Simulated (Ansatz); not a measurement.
CH6AlFOSi, SMILES `C[O][Al]([F])[SiH3]` from Hartree–Fock to CCSD(T)

Cartesian coordinates in Å:
```
C -1.652 1.127 0.774
O -0.633 1.438 -0.129
Al 0.694 0.680 -0.815
F 1.590 1.572 -1.870
Si 1.348 -1.618 -0.337
H -2.628 1.248 0.294
H -1.612 1.806 1.632
H -1.583 0.099 1.151
H 0.397 -2.253 0.616
H 1.369 -2.433 -1.583
H 2.709 -1.666 0.266
```

Charge 0, multiplicity 1. The structure was optimised at the PBE0-D4/def2-TZVP level. It is one conformer, not always the lowest. Frozen core, restricted reference, the Gaussian-basis code of Ansatz. CBS rows extrapolate triple and quadruple zeta; past MP2 they add the triple-zeta difference.

| basis | HF (Eh) | MP2 corr. | CCSD corr. | (T) | CCSD(T) total |
| --- | --- | --- | --- | --- | --- |
| def2-SVP | ? | -0.67194 | -0.72246 | -0.01540 | ? |
| def2-TZVPP | -746.74906 | ? | -0.90510 | ? | ? |
| def2-QZVPP | -746.77618 | -0.93226 | – | – | – |
| CBS(def2) | -746.77992 | ? | -1.02724 | as TZ | ? |

**Question.** Fill in the withheld values. (Best estimate.)

**Answer.** Ansatz gave: def2-SVP HF (Eh): -746.29212; def2-SVP CCSD(T) total: -747.02998; def2-TZVPP MP2 corr.: -0.86209; def2-TZVPP (T): -0.02997; def2-TZVPP CCSD(T) total: -747.68413; CBS(def2) MP2 corr.: -0.98423; CBS(def2) CCSD(T) total: -747.83713.
